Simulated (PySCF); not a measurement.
Spin–spin coupling constants

Cartesian coordinates in Å; atom numbers follow the order of the lines, from 1:
```xyz
11

N    -0.0435    1.4529   -0.9080
C     0.0215    0.3974   -0.2562
C     1.3844   -0.2589   -0.0374
F     2.3547    0.4132   -0.6401
F     1.6826   -0.3237    1.2635
F     1.4005   -1.5079   -0.5111
C    -1.1679   -0.3463    0.3810
F    -1.3277   -1.5678   -0.1279
F    -2.2971    0.3349    0.1469
F    -1.0402   -0.4649    1.7022
H    -0.9619    1.8737   -1.0388
```

Indirect spin–spin couplings were computed at B3LYP/pcJ-1 (spin–dipole term only in couplings to heteroatoms) (PySCF) on a GFN2-xTB structure, for the isolated molecule, without vibrational or relativistic corrections. Couplings are averaged over pairs made equivalent by symmetry, fast rotation or ring inversion, so a value needn't be that of the named pair in this geometry, while other rotamers aren't included; one pair stands for each set, and the list holds those of at least 1.5 Hz over up to four bonds, among pairs with at least one F or H atom (others weren't computed). One-bond C–F couplings come out tens of Hz too large with common functionals.

Isotopes: ¹³C, ¹⁹F, ¹⁵N, ¹H.

```csv
pair,bonds,J (Hz)
"N1, H11",1,-60.2
"C3, F4",1,?
"C7, F8",1,-355.1
"C2, F4",2,?
"C2, F8",2,?
"C2, H11",2,-5.8
"F4, F5",2,75.4
"F8, F9",2,74.7
"N1, F4",3,-4.2
"N1, F8",3,1.9
"C3, H11",3,22.0
"C7, H11",3,13.6
"F4, F9",4,4.9
"F4, H11",4,?
```

Question: Estimate the withheld couplings, with signs.

Answer: 
- ¹J(C3,F4) = -348.4 Hz (bond length 1.325 Å)
- ²J(C2,F4) = 38.5 Hz (mean over equivalent pairs that range from 29.3 to 43.5 Hz in this conformer)
- ²J(C2,F8) = 35.2 Hz (mean over equivalent pairs that range from 33.6 to 38.1 Hz in this conformer)
- ⁴J(F4,H11) = 4.0 Hz (mean over equivalent pairs that range from 0.5 to 5.9 Hz in this conformer)
